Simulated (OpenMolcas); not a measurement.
Er: effect of correlating more closed shells

* Program: OpenMolcas
* Basis: ANO-RCC-VQZP [9s8p6d4f3g2h]
* Scalar Hamiltonian: DKH2, point nucleus
* Active space: 12 electrons in 7 orbitals (4f)
* State averaging: 2S+1 = 3 even, 21 roots; 2S+1 = 1 even, 28 roots (27 in the spin-orbit step)
* Spin-orbit coupling: RASSI with atomic mean-field integrals over the reference wave functions, term energies averaged over their components

Methods on the same reference wave functions:
A. CASSCF
B. SS-CASPT2, IPEA 0.25 Eh, imaginary shift 0.1 Eh (closed shells correlated: 5s 5p 6s)
C. SS-CASPT2, IPEA 0.25 Eh, imaginary shift 0.1 Eh (closed shells correlated: 4d 5s 5p 6s)

Energies in cm-1 above 4f12 6s2 3H6, the measured ground level; measured values from NIST Handbook of Basic Atomic Spectroscopic Data.

| Level | A | B | C | Measured |
| --- | --- | --- | --- | --- |
| 4f12 6s2 3H6 | 0.0 | 0.0 | 0.0 | 0.0 |
| 4f12 6s2 3F4 [51 %] | 6254 | 4950 | 4750 |  |
| 4f12 6s2 3H5 | 7057 | 7080 | 7090 | 6958 |
| 4f12 6s2 3H4 [60 %] | 11528 | 10890 | 10820 | 10751 |
| 4f12 6s2 3F3 | 14410 | 12370 | 12080 | 12378 |
| 4f12 6s2 3F2 | 15754 | 13310 | 12950 | 13098 |
| 4f12 6s2 1G4 [59 %] | 19058 | 18590 | 18550 |  |
| 4f12 6s2 1D2 [52 %] | 31156 | 26360 | 25660 |  |
| 4f12 6s2 1I6 | 37459 | 33760 | 32450 |  |
| 4f12 6s2 3P1 | 41368 | 34990 | 34040 |  |
| 4f12 6s2 3P2 [66 %] | 41775 | 35920 | 35080 |  |
| 4f12 6s2 3P0 | 42510 | 36130 | 35180 |  |

Deviations, from unrounded energies. A percentage is the sum of absolute deviations over the sum of measured energies, with the sign that they share, or ± where signs differ.

| Against measurement | Levels | A | B | C |
| --- | --- | --- | --- | --- |
| mean absolute deviation (cm-1) | 4 | 1400 | 120 | 160 |
| fine structure of the ground term (%) | 2 | +4.9 | +1.5 | +1.1 |
| other terms of the ground configuration (%) | 2 | +18.4 | ±0.9 | -1.7 |

B lies closest to measurement on these levels and A furthest from it. The largest miss of B in the table is 4f12 6s2 3F2, by +210 cm-1. The ranking rests on the paired levels alone, and a cruder setting can come out closer through cancelling errors.

Between B and C the level of the table that moves most is 4f12 6s2 1I6, by 1300 cm-1 (lowest in C, highest in B). Moves below CASPT2's spread within the term are not significant.

The mean deviations of B to C differ by less than CASPT2's widest spread within a term (1900 cm-1), so their order carries little weight.

From A to B the spin-free energies of the other terms of 4f12 6s2 shown, above 3H, scale by factors of 0.72 to 0.95, as is usual when dynamic correlation screens the repulsion within a d or f shell.

The lowest spin-free term lies below A's lowest term by 1.266 hartree in B, 1.876 hartree in C.

What an inner shell adds also hangs on whether the basis holds functions to correlate it.

CASPT2 breaks the degeneracy within a term, and the mean is taken; among the terms shown or strongly mixed into the levels shown the widest spread is 1900 cm-1 (4f12 6s2 1I, C). Some high roots are left out of the spin-orbit mixing, which shifts the levels that they would mix with. With the s shell closed, the reference lacks s² → p² mixing. Without dynamic correlation excited terms often stand tens of per cent too high (terms of higher spin than the ground term too low), and those without a measured partner can miss by more than the paired ones (holds for A). The CASPT2 spread within a term exceeds the gap to the next term for 4f12 6s2 1I and 4f12 6s2 3P, so the order of their levels is uncertain (holds for B; C). Computed and measured levels are paired by configuration, term and J; levels that our copy of the source lacks, or whose pairing is in doubt (as where it misses far off the trend of its configuration), stay unpaired and out of the deviations. Only configurations of the active space appear.

A share in square brackets marks a mixed level and gives the weight of the term that names it, the lowest over the columns.
